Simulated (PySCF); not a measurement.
Breaking a bond: SMILES [OH2+][Al-]([F])([F])[F] (H₂AlF₃O). The Al2–O5 bond (Al2 also carries F, F, F; O5 carries H, H) is pulled apart rigidly from the PBE0/def2-TZVP optimised geometry.

Method: unrestricted PBE0/cc-pVDZ in PySCF.

**Question.** Relative to R = 1.96 Å, what are the energies at R = 2.10, 2.21, 3.14, 6.76 Å?

**Answer.** 1.7 kcal/mol at 2.10 Å, 4.5 kcal/mol at 2.21 Å, 27.7 kcal/mol at 3.14 Å, 41.6 kcal/mol at 6.76 Å.
